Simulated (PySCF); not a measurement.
Mg(Me) (CH3Mg), SMILES [CH3][Mg+], charge +1.

Coordinates come from a PBE-D3(BJ)/def2-TZVP optimisation. The spin state was assumed, not searched. The isomer is the one that the SMILES or the coordinates give; other isomers of the formula were not compared.

These are PySCF with PBE-D3(BJ)/def2-TZVP values and carry that method's errors.

Frequencies are harmonic and unscaled.

Modes within 1.5 cm⁻¹ of each other (mostly degenerate sets) share a row, with their intensities summed.

Computed harmonic wavenumbers and intensities:
```csv
mode,ν (cm⁻¹),IR (km/mol),moving atoms (share of kinetic energy)
1,508,0.1,"C 53 %, Mg 38 %, H 9 %"
2–3,646,147.8,"H 88 %, C 11 %"
4,1054,100.6,"H 85 %, C 15 %"
5–6,1368,1.4,H 94 %
7,2993,7.5,H 98 %
8–9,3117,21.0,"H 90 %, C 10 %"
```
